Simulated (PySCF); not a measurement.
Delta-SCF ions had no search for a lower state. Excitations are Tamm–Dancoff values on a coarser integration grid. The basis has no diffuse functions, so Rydberg states are missing or too high.

Cartesian coordinates (Å):
```xyz
8

B      2.5945    -0.3113    -0.0617
C      1.2630    -0.1454    -0.0161
B     -0.0822     0.0150     0.0236
C     -1.5921     0.1914     0.0674
H      3.7539    -0.4573    -0.1019
H     -1.9420     0.7723    -0.7877
H     -1.8988     0.7119     0.9764
H     -2.0963    -0.7765     0.0462
```
Charge 0, spin multiplicity 1.

**Question.** What is the computed vertical ionisation energy (Delta-SCF), LUMO, S1 excitation (TDA), HOMO, brightest of the four lowest singlets (TDA), dipole moment, HOMO–LUMO gap and S1–T1 gap (TDA) (CAM-B3LYP-D3(BJ)/def2-TZVP (PySCF))?

**Answer.** 
- vertical ionisation energy (Delta-SCF) = 9.23 eV
- LUMO = -0.19 eV
- S1 excitation (TDA) = 3.86 eV
- HOMO = -8.34 eV
- brightest of the four lowest singlets (TDA) = 6.77 eV
- dipole moment = 1.51 D
- HOMO–LUMO gap = 8.15 eV
- S1–T1 gap (TDA) = 0.65 eV
